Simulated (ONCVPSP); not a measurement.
He: variants of one ONCV potential

Base potential:

He (Z = 2), optimised norm-conserving Vanderbilt (ONCV), made with ONCVPSP 4.0.1 (PBEsol, non-relativistic). Core none, reference 1s2. Waves: 1s: rc 0.70 bohr, ncon 4, nbas 8, qcut 8.9 1/bohr, 2 projectors, debl 1.9 Ha; p scattering state at 0.05 Ha: rc 0.70 bohr, ncon 4, nbas 8, qcut 11.4 1/bohr, 2 projectors, debl 3.1 Ha. Local part: polynomial inside 0.45 bohr (lpopt 3, dvloc0 2 Ha). Core correction: none.

Cutoffs, loose and tight: the cutoffs (Ha) at which the residual kinetic energy of the hardest occupied pseudo-wave falls to 1 and 0.1 mHa per electron. They do not see the model core or the augmentation charge, which bear on the density cutoff. Test errors are all-electron minus pseudo excitation energies from the reference, over the configurations 1s1; 1s1.5. A dash means not determined; rows that change the core or the reference have their own tests.

A true bound ghost makes a file unfit for plane-wave use even where its test errors are small: the radial tests pick states by their node count and pass the ghost by.

| change | outcome | cutoff, loose | cutoff, tight | bound ghosts | GHOST(+) flags above zero | largest test error (meV) |
| --- | --- | --- | --- | --- | --- | --- |
| base | generated | 87 Ha | 326 Ha | none | none | +29 |
| all radii scaled by about 0.89 (s 0.62, p 0.62 bohr); local potential polynomial inside 0.40 bohr (lpopt 3, dvloc0 2 Ha) | generated | 186 Ha | 428 Ha | none | none | +20 |
| all radii scaled by about 1.17 (s 0.82, p 0.82 bohr); local potential polynomial inside 0.52 bohr (lpopt 3, dvloc0 2 Ha) | generated | 39 Ha | 211 Ha | s | none | +47 |
| all radii scaled by about 1.31 (s 0.92, p 0.92 bohr); local potential polynomial inside 0.60 bohr (lpopt 3, dvloc0 2 Ha) | generated | 34 Ha | 92 Ha | none | none | +63 |

Q: What comes out with this change to the base: all radii scaled by about 1.26 (s 0.88, p 0.88 bohr); local potential polynomial inside 0.56 bohr (lpopt 3, dvloc0 2 Ha)?

A: outcome: generated; cutoff, loose: 36 Ha; cutoff, tight: 122 Ha; bound ghosts: none; GHOST(+) flags above zero: none; largest test error (meV): +57.

Q: What comes out with this change to the base: all radii scaled by about 0.80 (s 0.56, p 0.56 bohr); local potential polynomial inside 0.36 bohr (lpopt 3, dvloc0 2 Ha)?

A: outcome: generated; cutoff, loose: 260 Ha; cutoff, tight: 530 Ha; bound ghosts: none; GHOST(+) flags above zero: s; largest test error (meV): +14.

Q: What comes out with this change to the base: all radii scaled by about 1.06 (s 0.74, p 0.74 bohr); local potential polynomial inside 0.48 bohr (lpopt 3, dvloc0 2 Ha)?

A: outcome: generated; cutoff, loose: 61 Ha; cutoff, tight: 281 Ha; bound ghosts: none; GHOST(+) flags above zero: none; largest test error (meV): +35.

Reading the sweep of the scale of all radii (base = 1) (base included, trends over the rows without a ghost): The loose cutoff falls from 260 Ha at 0.8 to 34 Ha at 1.31. A larger radius leaves more room for a smooth pseudo-wave, so fewer plane waves are needed; a smaller one forces it to follow the all-electron wave where it bends sharply. The median size of the test errors (rows with all tests solved) rises from 8.0 meV at 0.8 to 37.0 meV at 1.31. More of the atom is replaced by a form fitted at one configuration, so other configurations suffer as the radius grows. Bound ghosts are found at 1.17.
